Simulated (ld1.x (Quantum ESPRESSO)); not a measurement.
# Ti: excitation energies, all-electron against PAW

* Element: Ti
* Generator: ld1.x (Quantum ESPRESSO) 7.5
* Type: PAW
* Functional: LDA (PZ)
* Relativity: scalar-relativistic
* Frozen core: [Ne]
* Valence charge: 12
* Reference configuration: 3s2 3p6 3d2 4s0 4p0 (charge +2)
* Partial waves: 3s (bound): rcut 1.55, rcutus 1.65 bohr; 4s (bound, empty): rcut 1.55, rcutus 1.65 bohr; 3p (bound): rcut 1.50, rcutus 1.65 bohr; 4p (bound, empty): rcut 1.50, rcutus 1.65 bohr; 3d (bound): rcut 1.75, rcutus 2.45 bohr; 3d channel at -1 Ry: rcut 1.75, rcutus 2.45 bohr
* Local potential: all-electron potential smoothed inside 2.30 bohr (lloc = -2)
* Core correction: Bessel-smoothed model core inside 1.35 bohr
* Augmentation charge: BESSEL, radius 1.55 bohr

Energies are relative to the spin-unpolarised reference configuration 3s2 3p6 3d2 4s0 4p0; without spin polarisation the order of configurations can differ from experiment. Spin-polarised rows fill each open shell by Hund’s rule, majority spin first. Not all tests gave a result: 2 of 9 tests not solved or not reliable. Left out of the table: 3s2 3p6 3d1 4s0 4p0 (solver errors, printed error -835 eV); 3s2 3p6 3d0 4s0 4p0 (solver errors, printed error -677 eV). The frozen-core shift is the all-electron ΔE with the core orbitals held at their reference shape minus the fully relaxed ΔE.

```
               valence configuration  charge  ΔE all-electron (eV)  error AE − PS (meV)  frozen-core shift (meV)
                 3s2 3p6 3d2 4s2 4p0       0               -21.336                 +1.4                     -0.9
                 3s2 3p6 3d2 4s1 4p0      +1               -13.800                 +0.9                     -0.6
                 3s2 3p6 3d3 4s0 4p0      +1               -13.777                 -1.5                     +1.8
             3s2 3p6 3d2.5 4s1.5 4p0       0               -21.012                 +1.3                     -0.1
3s2 3p6 3d2 4s0 4p0 (spin-polarised)      +2                -0.793                 -0.6                     +1.3
```

Task: What are ΔE and the potential's error for 3s2 3p6 3d2 4s2 4p0 (spin-polarised)?

Result: ΔE = -22.006 eV all-electron; the error (AE − PS) is +1.6 meV.

Task: What are ΔE and the potential's error for 3s2 3p6 3d1 4s2 4p0?

Result: ΔE = -11.356 eV all-electron; the error (AE − PS) is -4.6 meV.

A variational frozen-core shift is positive and of second order in the change. This column holds negative values, so the frozen-core run of ld1.x carries numerical noise or an error of first order here, and the column gives no more than the rough size of the effect.
